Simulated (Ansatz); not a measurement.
`FC(F)[SiH3]` and `F[CH]([SiH3])[GeH3]` differ in one atom or group.

Ansatz, PBE0-D4/def2-TZVP geometries, multiplicity 1. 

Scalar relativity is left out up to krypton.

```tsv
property	`FC(F)[SiH3]`
HOMO energy (PBE0/def2-TZVPP) / eV	-8.74
HOMO–LUMO gap (B3LYP/def2-TZVPP) / eV	8.59
LUMO energy (PBE0/def2-TZVPP) / eV	0.30
HOMO–LUMO gap (PBE/def2-TZVPP) / eV	6.65
size of the dipole moment (PBE/def2-TZVPP) / D	1.68
size of the dipole moment (B3LYP/def2-TZVPP) / D	1.90
```

Problem. What does the change do to each property? (Estimate.)

Solution. Ansatz gave: 
| property | `F[CH]([SiH3])[GeH3]` | shift |
| --- | --- | --- |
| HOMO energy (PBE0/def2-TZVPP) / eV | -8.19 | 0.55 |
| HOMO–LUMO gap (B3LYP/def2-TZVPP) / eV | 7.95 | -0.64 |
| LUMO energy (PBE0/def2-TZVPP) / eV | 0.20 | -0.10 |
| HOMO–LUMO gap (PBE/def2-TZVPP) / eV | 6.19 | -0.46 |
| size of the dipole moment (PBE/def2-TZVPP) / D | 1.22 | -0.46 |
| size of the dipole moment (B3LYP/def2-TZVPP) / D | 1.36 | -0.54 |

With PBE0 the HOMO rises by 0.55 eV and the LUMO falls by 0.10 eV, so the gap narrows by about 0.65 eV. PBE moves the HOMO by 0.31 eV and ωB97M-V by 0.67 eV. Dipoles are sizes alone; their direction can turn.

B3LYP here is the variant with VWN-RPA as its local correlation; programs differ in this.
